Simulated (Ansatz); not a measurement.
Reaction (formal exchange of groups at the As–N bond): `CN[AsH]N` + `CC` → `CC[AsH]N` + CH₃NH₂

Isolated molecules relaxed with PBE0-D4/def2-TZVP in Ansatz; ΔE leaves out vibrations. CCSD(T)/CBS adds triple-zeta CCSD(T) − MP2 to the extrapolated MP2 energy (def2 sets, frozen cores). This one scheme is used for every species. DFT in def2-TZVPP. B3LYP here is the variant with VWN-RPA as its local correlation; programs differ in this. For As outer-core shells are correlated without core-valence functions, which leaves a few kJ/mol of doubt a bond. Scalar relativity is left out up to krypton. Each species was taken in one conformer, which may not be the lowest.

`CN[AsH]N`:

Z-matrix (Å, degrees):
```
C
N 1 1.447
H 1 1.094 2 110.0
H 1 1.100 2 114.8 3 -121.8
H 1 1.094 2 109.4 3 117.5
As 2 1.840 1 117.5 3 -163.9
H 2 1.011 1 113.3 3 62.2
N 6 1.857 2 95.6 1 -179.6
H 6 1.547 2 101.3 1 -86.3
H 8 1.011 6 112.3 2 127.4
H 8 1.011 6 111.6 2 -110.3
```

`CC`:

```xyz
8

C    -0.557   -0.513   -0.055
C     0.557    0.513    0.055
H    -0.483   -1.083   -0.985
H    -0.523   -1.228    0.770
H    -1.540   -0.038   -0.038
H     0.484    1.083    0.985
H     0.523    1.228   -0.770
H     1.540    0.038    0.038
```

`CC[AsH]N`:

Cartesian coordinates in Å:
```
C -1.349 -1.269 0.242
C -0.223 -0.522 -0.450
As -0.040 1.316 0.229
N 1.625 1.665 -0.509
H -1.472 -2.272 -0.175
H -1.156 -1.380 1.312
H -2.304 -0.750 0.132
H 0.733 -1.036 -0.328
H -0.408 -0.428 -1.523
H 0.369 0.862 1.641
H 1.836 2.653 -0.489
H 2.390 1.160 -0.083
```

CH₃NH₂:

```xyz
7

C    -0.011    0.204    0.530
N    -0.288   -0.202   -0.837
H     0.992   -0.051    0.903
H    -0.742   -0.254    1.200
H    -0.133    1.286    0.618
H    -0.191   -1.204   -0.938
H     0.373    0.221   -1.476
```

```json
{"level": "PBE-D4", "ΔE (kcal/mol)": "2.0", "difference from CCSD(T)/CBS": "1.1"}
{"level": "B3LYP-D4", "ΔE (kcal/mol)": "2.4", "difference from CCSD(T)/CBS": "1.5"}
{"level": "ωB97X-V", "ΔE (kcal/mol)": "1.7", "difference from CCSD(T)/CBS": "0.8"}
{"level": "ωB97M-V", "ΔE (kcal/mol)": "1.5", "difference from CCSD(T)/CBS": "0.6"}
{"level": "B2PLYP", "ΔE (kcal/mol)": "2.2", "difference from CCSD(T)/CBS": "1.3"}
{"level": "PBE", "ΔE (kcal/mol)": "2.1", "difference from CCSD(T)/CBS": "1.2"}
{"level": "r2SCAN", "ΔE (kcal/mol)": "2.1", "difference from CCSD(T)/CBS": "1.2"}
{"level": "PBE0", "ΔE (kcal/mol)": "1.4", "difference from CCSD(T)/CBS": "0.5"}
{"level": "B3LYP", "ΔE (kcal/mol)": "2.6", "difference from CCSD(T)/CBS": "1.7"}
{"level": "SCS-MP2/def2-TZVPP", "ΔE (kcal/mol)": "1.5", "difference from CCSD(T)/CBS": "0.6"}
{"level": "CCSD/def2-TZVPP", "ΔE (kcal/mol)": "1.0", "difference from CCSD(T)/CBS": "0.1"}
{"level": "MP2/def2-QZVPP", "ΔE (kcal/mol)": "0.9", "difference from CCSD(T)/CBS": "0.0"}
{"level": "SCS-MP2/def2-QZVPP", "ΔE (kcal/mol)": "1.4", "difference from CCSD(T)/CBS": "0.5"}
{"level": "HF/CBS(def2)", "ΔE (kcal/mol)": "2.2", "difference from CCSD(T)/CBS": "1.3"}
{"level": "MP2/CBS(def2)", "ΔE (kcal/mol)": "0.8", "difference from CCSD(T)/CBS": "-0.1"}
{"level": "CCSD/CBS(def2)", "ΔE (kcal/mol)": "0.8", "difference from CCSD(T)/CBS": "-0.1"}
{"level": "CCSD(T)/CBS", "ΔE (kcal/mol)": "0.9", "difference from CCSD(T)/CBS": "0"}
```

Largest T1 diagnostic among the species: 0.011.

In def2-TZVPP, CCSD(T) changes the Hartree–Fock value by −0.9 kcal/mol (the triples alone add +0.1 kcal/mol) and MP2 by −1.0 kcal/mol. From PBE to PBE0 (25 % exact exchange), in def2-TZVPP and without D4, ΔE moves by −0.7 kcal/mol.
